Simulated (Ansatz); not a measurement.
Mulliken charges of `N[SiH](O)[SbH2]` from ωB97M-V/def2-TZVPP in Ansatz (PBE0-D4/def2-TZVP geometry).

| atom | x (Å) | y (Å) | z (Å) | charge (e) |
| --- | --- | --- | --- | --- |
| N1 | -1.202 | -0.244 | -0.810 | -0.353 |
| Si2 | 0.337 | -0.567 | -0.125 | 0.439 |
| O3 | 0.200 | -1.621 | 1.136 | -0.375 |
| Sb4 | 1.616 | 1.379 | 0.977 | 0.085 |
| H5 | -1.277 | -0.141 | -1.809 | 0.124 |
| H6 | -1.866 | 0.345 | -0.333 | 0.123 |
| H7 | 1.127 | -1.131 | -1.257 | -0.068 |
| H8 | -0.391 | -2.364 | 0.992 | 0.177 |
| H9 | 0.154 | 1.954 | 1.655 | -0.077 |
| H10 | 1.384 | 2.337 | -0.422 | -0.075 |

**Question.** By hand: the dipole of these point charges (1 e Å = 4.8032 D).

**Answer.** Σ q r = (-0.015, -0.080, -0.212) e Å, of length 0.227 e Å = 1.09 D.

**Question.** How does the dipole of the full density compare? (An estimate is asked.)

**Answer.** Computed: (-0.357, -0.089, -0.275) e Å, 2.21 D; the point charges give 0.49 times that, at 47° from its direction.

Point charges leave out the atoms' own dipoles, such as those of lone pairs, and Mulliken's split depends on the basis, so the two needn't agree.
